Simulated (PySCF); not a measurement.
## [W(F)2(NH2)4] (charge 0, multiplicity 1)

Method: PBE-D3(BJ)/def2-TZVP // BP86-D3(BJ)/def2-SVP (PySCF 2.14.0).

* **HOMO**: -5.77 eV
* **dipole moment**: 1.002 e·Å
* **HOMO–LUMO gap**: 2.96 eV
* **LUMO**: -2.81 eV
* **charge on the central atom (Mulliken)**: 1.16 e
* **total energy**: -490.6111 Ha
* **cost**: about 5 core-minutes (a rough figure)

```xyz
15

W      0.2855     0.1527     0.0192
F      1.1852    -1.5291     0.3386
F     -0.8464    -0.0748     1.5782
N      1.1828     0.8104    -1.6207
H      0.8197     0.6724    -2.5708
H      1.9709     1.4680    -1.6226
N     -0.8021     1.7987    -0.0280
H     -0.7588     2.5616    -0.7121
H     -1.5143     1.9773     0.6928
N     -0.8305    -1.0228    -1.1437
H     -1.7344    -0.7702    -1.5592
H     -0.5983    -2.0042    -1.3310
N      1.8467     0.8235     1.0642
H      1.9394     1.7627     1.4676
H      2.6339     0.2243     1.3356
```
